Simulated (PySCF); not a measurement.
A structure optimised at PBE-D3(BJ)/def2-TZVP, used in a PySCF frequency run:

```xyz
5

Cd     0.0000     0.0000    -0.3562
C      0.0000     0.0000     1.8183
H      0.9235     0.5332     2.0621
H      0.0000    -1.0663     2.0621
H     -0.9235     0.5332     2.0621
```
Charge +1, spin multiplicity 1.

Write its SMILES, formula and point group.

[CH3][Cd+], CH3Cd, C3v

What are its rotational constants (standard atomic weights)?

146.98, 7.4955, 7.4955 GHz
